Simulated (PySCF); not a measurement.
B3LYP has the VWN-RPA correlation part, as in Gaussian. 

```xyz
11

C      2.3128    -0.2957    -0.9332
C      1.2904    -0.3481    -0.3045
C      0.0675    -0.4055     0.4402
C     -0.7665     0.8473     0.6213
C     -1.2602    -0.2443    -0.2733
H      3.2177    -0.2510    -1.4868
H      0.0777    -1.0948     1.2756
H     -0.3928     1.7514     0.1625
H     -1.2442     0.9857     1.5811
H     -2.0797    -0.8616     0.0671
H     -1.2226    -0.0833    -1.3411
```

Charge 0, multiplicity 1.

Task: Give the Mulliken and meta-Löwdin atomic charges from PySCF with B3LYP-D3(BJ)/def2-TZVP.

Result: 
```
atom  Mulliken (e)  meta-Löwdin (e)
----  ------------  ---------------
C1           -0.11            -0.24
C2           -0.09            -0.03
C3           -0.16            -0.10
C4           -0.19            -0.22
C5           -0.19            -0.22
H6            0.18             0.17
H7            0.11             0.13
H8            0.12             0.13
H9            0.11             0.12
H10           0.11             0.12
H11           0.12             0.13
```
